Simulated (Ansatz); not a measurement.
`C[Se]B(Cl)Cl`, 8 atoms. The species carries charge 0 and has multiplicity 1. Correlated methods include outer-core shells of Se, which these sets cover unevenly. Scalar relativity is left out up to krypton. All runs use 4 threads of an Arm Neoverse V2 on a shared host. Correlated methods freeze the cores.

**Question.** Give the basis size and wall time and peak host memory of each of these runs in Ansatz. RKS ωB97M-V/def2-QZVPP energy; RKS PBE0-D4/def2-SVP energy; RKS PBE0-D4/def2-QZVPP energy; RHF-MP2/def2-QZVPP energy; RKS SPW92 (LDA)/def2-TZVPP energy; RKS BHLYP-D4/def2-TZVPP energy; direct RPA on PBE orbitals/def2-TZVPP energy; RKS PBE0-D4/def2-TZVP relaxation (10 steps); RKS PBE0-D4/def2-TZVP frequencies; RKS LC-ωPBE/def2-TZVPP energy; RHF-CCSD(T)/def2-TZVPP energy; RKS ωB97M-V/def2-SVP energy. (Best estimate.)

**Answer.** Ansatz gave: Other jobs shared the machine, so times are rough.

```json
{"level": "RKS SPW92 (LDA)/def2-TZVPP", "job": "energy", "functions": "236", "wall time": "1.1 s", "peak host memory (GiB)": "0.34"}
{"level": "RKS PBE0-D4/def2-SVP", "job": "energy", "functions": "111", "wall time": "1.1 s", "peak host memory (GiB)": "0.49"}
{"level": "RKS LC-ωPBE/def2-TZVPP", "job": "energy", "functions": "236", "wall time": "2.7 s", "peak host memory (GiB)": "0.49"}
{"level": "RKS BHLYP-D4/def2-TZVPP", "job": "energy", "functions": "236", "wall time": "3.3 s", "peak host memory (GiB)": "0.86"}
{"level": "direct RPA on PBE orbitals/def2-TZVPP", "job": "energy", "functions": "236", "wall time": "4.1 s", "peak host memory (GiB)": "0.53"}
{"level": "RKS ωB97M-V/def2-SVP", "job": "energy", "functions": "111", "wall time": "4.5 s", "peak host memory (GiB)": "0.49"}
{"level": "RKS PBE0-D4/def2-QZVPP", "job": "energy", "functions": "433", "wall time": "8.5 s", "peak host memory (GiB)": "1.9"}
{"level": "RHF-MP2/def2-QZVPP", "job": "energy", "functions": "433", "wall time": "17 s", "peak host memory (GiB)": "2.4"}
{"level": "RKS ωB97M-V/def2-QZVPP", "job": "energy", "functions": "433", "wall time": "18 s", "peak host memory (GiB)": "2.2"}
{"level": "RKS PBE0-D4/def2-TZVP", "job": "relaxation (10 steps)", "functions": "202", "wall time": "39 s", "peak host memory (GiB)": "0.65"}
{"level": "RKS PBE0-D4/def2-TZVP", "job": "frequencies", "functions": "202", "wall time": "2.1 min", "peak host memory (GiB)": "0.65"}
{"level": "RHF-CCSD(T)/def2-TZVPP", "job": "energy", "functions": "236", "wall time": "2.3 min", "peak host memory (GiB)": "4.2"}
```

LC-ωPBE has ω = 0.4 bohr⁻¹.
